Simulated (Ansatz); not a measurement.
Two isomers of CH5FOSSi: A = `OC(S)[SiH2]F`, B = `OC(F)S[SiH3]`.

Isolated molecules relaxed with PBE0-D4/def2-TZVP in Ansatz; ΔE leaves out vibrations. CCSD(T)/CBS is the MP2 limit (def2-TZVPP, def2-QZVPP) plus CCSD(T) − MP2 in def2-TZVPP, frozen cores. Functionals use def2-TZVPP. B3LYP here is the variant with VWN-RPA as its local correlation; programs differ in this. One conformer a species, not always the lowest.

(1) Which is lower in electronic energy at CCSD(T)/CBS, and by how much? (Best estimate.)

(2) Give E(B) − E(A) in kcal/mol with PBE0-D4, B3LYP-D4, MP2/def2-TZVPP, ωB97M-V, CCSD/def2-TZVPP, B2PLYP, CCSD(T)/def2-TZVPP. (Best estimate.)

Largest T1 diagnostic: 0.012.

Results:

(1) The calculation gave: A, by 27.6 kcal/mol.

(2) Computed: PBE0-D4 23.6, B3LYP-D4 25.9, MP2/def2-TZVPP 28.1, ωB97M-V 25.7, CCSD/def2-TZVPP 27.2, B2PLYP 26.7, CCSD(T)/def2-TZVPP 26.6. None reverses the order clearly.

From PBE to PBE0 (25 % exact exchange), in def2-TZVPP and without D4, E(B) − E(A) moves by +1.1 kcal/mol.
